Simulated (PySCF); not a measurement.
SnHCl, SMILES [SnH][Cl] (connectivity only; charge and spin as stated), neutral, multiplicity 1.

Coordinates come from a r2SCAN-D4/def2-TZVP optimisation. The def2 effective core potentials stand for the cores of Sn; spin–orbit coupling is left out.

The numbers are results of B3LYP/def2-TZVPD (PySCF), not measurements.

Isolated molecule, no solvent.

```json
{
 "total_energy": "-675.24341 hartree",
 "point_group": "Cs",
 "highest_occupied_level": "-6.90 eV",
 "lowest_empty_level": "-3.35 eV",
 "orbital_gap": "3.56 eV",
 "dipole_moment": "2.79 D",
 "quadrupole, principal values (traceless, Buckingham form, about the centre of nuclear charge)": "-3.40, -3.04, 6.44 D·Å",
 "mean_static_polarisability": "59.6 bohr³ (8.84 Å³)",
 "polarisability_principal_values": "46.1, 59.2, 73.6 bohr³"
}
```
